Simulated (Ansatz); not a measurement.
Geometry optimisation, Ansatz 0.2.0, RKS BHLYP-D4/def2-SVP.

The input (input.yaml):

```yaml
crystal:
  periodic: [false, false, false]
  atoms:
    - { symbol: S, position_ang: [0.49286, 1.18214, 0.84482] }
    - { symbol: O, position_ang: [1.13178, 0.07366, -0.1031] }
    - { symbol: Mg, position_ang: [0.37681, -1.51949, -0.59573] }
    - { symbol: Br, position_ang: [-1.90509, -1.70439, -0.05051] }
    - { symbol: H, position_ang: [-0.09636, 1.96807, -0.09548] }
basis:
  gaussian: { orbitals: def2-SVP }
hamiltonian:
  xc: { name: BHLYP }
  dispersion: d4
relax:
  f_tol: 0.015
  max_steps: 40
```

Run as:

```bash
$ ansatz run input.yaml --threads 1 --pin off --max-ram 2048MiB --backend cpu --events-out ev --progress --plain --runs-dir out
```

Question: Where does it end, and by what steps?

Answer: The run converged. After 10 steps the energy has fallen by 0.871 eV; Mg3 moved furthest, 0.94 Å.

| step | energy less start (eV) | largest force component (eV/Å) | accepted |
| --- | --- | --- | --- |
| 0 | 0.0000 | 1.754 | yes |
| 1 | -0.3049 | 1.135 | yes |
| 2 | -0.5478 | 0.508 | yes |
| 3 | -0.7020 | 0.325 | yes |
| 4 | -0.7966 | 0.321 | yes |
| 5 | -0.8505 | 0.370 | yes |
| 6 | -0.8684 | 0.072 | yes |
| 7 | -0.8698 | 0.044 | yes |
| 8 | -0.8713 | 0.043 | yes |
| 9 | -0.8714 | 0.031 | yes |
| 10 | -0.8715 | 0.007 | yes |

```xyz
5
Properties=species:S:1:pos:R:3
S 0.745 1.260 0.801
O 1.239 0.098 -0.276
Mg -0.260 -0.980 -0.154
Br -1.962 -2.566 -0.333
H 0.238 2.189 -0.038
```

Whether the end is a true minimum wasn't checked by a vibrational analysis.

Time of the run: 100 s on 1 thread of Intel(R) Xeon(R) Processor @ 2.50GHz (Skylake/Cascade Lake), with other jobs on the host, peak memory 0.2 GiB.
